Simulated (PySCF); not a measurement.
## Stretching CeB

Set-up: basis Ce x2c-SVPall, B x2c-SVPall; spin-free X2C with a Gaussian nucleus; PySCF 2.14. Energies in eV from Ce (4f1 5d1 6s2) + B in their ground configurations at the same level. State: sextet, about 1.4 electrons in the 4f shell (Mulliken), real f orbitals that mix terms.

```tsv
R (Å)	TPSS	r²SCAN	ωB97X
1.966	-2.501	-2.604	-1.832
2.057	-2.962	-3.063	-2.257
2.149	-3.236	-3.335	-2.488
2.217	-3.348	-3.443	-2.560
2.286	-3.388	-3.464	-2.564
2.355	-3.386	-3.456	-2.511
2.446	-3.329	-3.391	-2.375
2.560	-3.194	-3.242	-2.134
2.697	-2.968	-2.999	-1.789
2.880	-2.610	-2.623	-1.291
```

**Question.** Put a parabola through the three lowest points of the ωB97X curve and estimate Re, k and ωe (reduced mass 10.21 u; 1 eV/Å² = 0.16022 mdyn/Å; ωe = 1302.8·√(k/μ) cm⁻¹).

**Answer.** Through R = 2.217, 2.286, 2.355 Å the second-order coefficient is 5.99 eV/Å², so Re ≈ 2.256 Å, k ≈ 1.92 mdyn/Å and ωe ≈ 565 cm⁻¹. A polynomial fit of higher order to the unrounded ωB97X energies gives Re = 2.255 Å, k = 2.10 mdyn/Å, ωe = 591 cm⁻¹; anharmonicity and rounding make the difference.

The higher-order fit for each curve: ωB97X: Re = 2.255 Å, ωe = 591 cm⁻¹, De = 2.57 eV. TPSS gives no reliable minimum on this grid. R²SCAN gives no reliable minimum on this grid.

Spin–orbit coupling is left out, which matters for elements this heavy, above all for dissociation energies. The state is the lowest single determinant that the PBE0 search found; with open d or f shells the true ground state can be another one.
